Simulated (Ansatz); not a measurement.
Species: H₄SiPO, charge 0, doublet. H4SiPO (SMILES O[SiH]P, doublet).
B3LYP-D3(BJ)/def2-TZVP minimum from Ansatz (a first-principles code):
```
Si
O 1 1.6626
H 2 0.9612 1 118.15
H 1 1.5013 2 109.51 3 42.11
P 1 2.2685 4 107.49 2 -114.52
H 5 1.4184 1 95.73 4 -164.61
H 5 1.4200 6 94.02 1 -93.37
```
Charge 0, spin multiplicity 2.

Atomisation energy term by term, kcal/mol (programs: Ansatz). Open shells are spin-unrestricted; no spin-orbit coupling. Cores are frozen in correlated methods. Rows without X2C or -DK are non-relativistic. CBS(X,Y): correlation extrapolated as X^-3, Hartree-Fock from the larger set. A bracket is a step between two methods taken in the basis named. '+ core + X2C': CCSD(T) terms for core correlation (cc-pwCVTZ, 1s frozen past Ne) and scalar relativity (cc-pVTZ-DK). Where a partner has so few electrons that a lower coupled-cluster level is exact, that level stands in.

| term | basis | kcal/mol |
|---|---|---|
| Hartree-Fock | cc-pV(Q+d)Z | 348.74 |
| CCSD correlation | CBS(cc-pV(T+d)Z,cc-pV(Q+d)Z) | 144.13 |
| (T) | CBS(cc-pV(T+d)Z,cc-pV(Q+d)Z) | 8.68 |
| CCSDT(Q) - CCSD(T) | cc-pV(D+d)Z | 0.80 |
| core correlation | cc-pwCVTZ | 0.59 |
| scalar relativity | X2C, cc-pVTZ-DK | -1.28 |
| sum: De |  | 501.7 |
